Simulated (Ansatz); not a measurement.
Stretching the Pb1–I3 bond in FIPb (SMILES [F][Pb][I]) (multiplicity 1 held, fragments rigid). Energies count from the point at 2.834 Å.
Geometry at that point (charge 0, multiplicity 1):
```xyz
3

Pb     0.54632    -0.46466     0.74032
F      1.67669    -1.49136    -0.64500
I     -1.12998     0.97215    -1.03587
```

Signs of static correlation in def2-TZVPP, from Ansatz (a program for electronic structure) runs.

| R (Å) | T1 of restricted CCSD | ⟨S²⟩ of UHF | largest double amplitude of restricted CCSD |
|---|---|---|---|
| 2.267 | 0.015 | 0.000 | 0.047 |
| 2.550 | 0.016 | 0.000 | 0.035 |
| 2.834 | 0.017 | 0.000 | 0.040 |
| 3.117 | 0.019 | 0.000 | 0.070 |
| 3.400 | 0.020 | 0.000 | 0.087 |
| 3.825 | 0.024 | 0.191 | … |
| 4.250 | 0.033 | 0.792 | 0.140 |
| 4.959 | 0.064 | 0.984 | … |
| 5.667 | 0.122 | 1.019 | 0.551 |
| 6.517 | 0.183 | 1.019 | 1.018 |
| 7.651 | 0.204 | 1.019 | 1.284 |
| 9.068 | 0.196 | 1.019 | 1.298 |

Q: Some entries are withheld; supply them.

A: 
- 3.825, largest double amplitude of restricted CCSD: 0.110
- 4.959, largest double amplitude of restricted CCSD: 0.256

Doubts at one or more of the structures used: a restricted determinant that unrestricted orbitals would lower (R-CCSD(T)/def2-TZVPP); T1 above 0.05 (R-CCSD(T)/def2-TZVPP, U-CCSD(T)/def2-TZVPP); other coupled-cluster roots lie near (R-CCSD(T)/def2-TZVPP); a spin-contaminated determinant (U-CCSD(T)/def2-TZVPP); the program's own flag: other amplitudes (U-CCSD(T)/def2-TZVPP).
